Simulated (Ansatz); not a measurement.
A geometry relaxed with Ansatz (an electronic-structure program) with B3LYP-D3(BJ)/def2-TZVP, charge 0, multiplicity 1:

```xyz
7

O     -0.3112     1.6614     0.0917
H      1.8192    -1.4958    -0.0149
H     -2.2019    -0.8222    -0.1491
O     -1.2840    -1.0959    -0.1260
H      0.3827     2.3181     0.1639
O      1.5952    -0.5656     0.0343
Al     0.0000     0.0000     0.0001
```

Write the SMILES of this molecule.

`[OH][Al]([OH])[OH]`
